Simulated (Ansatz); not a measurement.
Relaxation of ClFH$_{4}$W (7 atoms, charge 0, multiplicity 1), to a largest force component of 0.03 eV/Å in at most 50 steps.

These are results of RKS PBE/def2-SVP in Ansatz, not measurements.

```xyz
7
Properties=species:S:1:pos:R:3
W -0.209 -0.022 0.527
F 0.786 0.011 2.109
H 1.431 0.015 0.066
H 0.273 1.407 -0.203
Cl -2.384 0.031 -0.213
H 0.298 -1.438 -0.218
H 0.074 -0.005 -1.129
```

Task: Where does it end, and by what steps?

Result: The forces met the threshold. After 12 steps the energy has fallen by 0.083 eV; F2 moved furthest, 0.21 Å.

| step | energy less start (eV) | largest force component (eV/Å) | accepted |
| --- | --- | --- | --- |
| 0 | 0.0000 | 0.955 | yes |
| 1 | -0.0360 | 0.372 | yes |
| 2 | 0.0523 | 2.653 | no |
| 3 | -0.0694 | 0.194 | yes |
| 4 | -0.0712 | 0.114 | yes |
| 5 | -0.0745 | 0.131 | yes |
| 6 | -0.0776 | 0.081 | yes |
| 7 | -0.0793 | 0.060 | yes |
| 8 | -0.0800 | 0.066 | yes |
| 9 | -0.0811 | 0.082 | yes |
| 10 | -0.0833 | 0.053 | yes |
| 11 | -0.0834 | 0.031 | yes |
| 12 | -0.0835 | 0.022 | yes |

```xyz
7
Properties=species:S:1:pos:R:3
W -0.210 -0.141 0.496
F 0.663 0.183 2.142
H 1.353 0.013 -0.094
H 0.358 1.327 -0.052
Cl -2.378 0.123 -0.196
H 0.479 -1.524 -0.187
H 0.004 0.019 -1.169
```

Whether the end is a true minimum wasn't checked by a vibrational analysis.

Run time: 42 s on 1 thread of Arm Neoverse V2, with other jobs on the host, peak memory 0.15 GiB.
